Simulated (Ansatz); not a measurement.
Geometry optimisation, RKS BLYP/cc-pVDZ (Ansatz).

Input file:

```yaml
crystal:
  periodic: [false, false, false]
  atoms:
    - { symbol: Si, position_ang: [-0.6179, -0.3998, -0.3902] }
    - { symbol: S, position_ang: [1.1494, -0.1675, 1.392] }
    - { symbol: F, position_ang: [-0.2792, -1.324, -1.6171] }
    - { symbol: F, position_ang: [-1.5713, -1.3555, 0.453] }
    - { symbol: F, position_ang: [-1.5408, 0.8718, -0.5136] }
    - { symbol: H, position_ang: [1.4921, 0.695, -0.1384] }
    - { symbol: F, position_ang: [0.8125, 0.7902, -1.1252] }
    - { symbol: H, position_ang: [0.5552, 0.8898, 1.9396] }
basis:
  gaussian: { orbitals: cc-pVDZ }
hamiltonian:
  xc: blyp
relax:
  f_tol: 0.15
  max_steps: 25
  restrain:
    - { distance: [0, 6], at: 1.68, k: 30.0 }
    - { distance: [5, 1], at: 1.36, k: 30.0 }
    - { distance: [0, 1], at: 3.46, k: 30.0 }
    - { distance: [5, 6], at: 2.18, k: 30.0 }
output:
  orbitals: {}
```

Run as:

```bash
$ ansatz run input.yaml --threads 2 --pin off --max-ram 3072MiB --backend cpu --events-out ev --progress --plain --runs-dir out
```

Where does it end, and by what steps?

It converged. The restraints hold the end off the free minimum. After 17 steps the energy has fallen by 1.727 eV (the restraints' own energy left out); F3 moved furthest, 1.42 Å. Parted: Si1–S2. Joined: S2–H6.

```csv
step,energy less start (eV),largest force component (eV/Å),accepted
0,0.0000,3.027,yes
1,0.2776,3.372,yes
2,0.1051,2.896,yes
3,-0.3007,1.806,yes
4,-0.5521,1.227,yes
5,-0.7828,0.847,yes
6,-1.0868,0.815,yes
7,-1.4050,0.581,yes
8,-1.5369,0.705,yes
9,-1.5955,0.740,yes
10,-1.6469,0.804,yes
11,-1.6909,0.709,yes
12,-1.7150,0.635,yes
13,-1.7198,0.645,no
14,-1.7195,0.649,yes
15,-1.7236,0.648,yes
16,-1.7259,0.657,yes
17,-1.7268,0.648,yes
```

```xyz
8
Properties=species:S:1:pos:R:3
Si -0.698 -0.488 -0.873
S 1.128 0.353 1.948
F -1.422 -0.822 -2.296
F -0.730 -1.837 0.032
F -1.500 0.749 -0.184
H 1.720 0.456 0.724
F 0.862 -0.043 -1.221
H 0.639 1.632 1.871
```

Whether the end is a true minimum wasn't checked by a vibrational analysis.

Run time: 33 s on 2 threads of Arm Neoverse V2, on a shared host, peak memory 0.15 GiB.
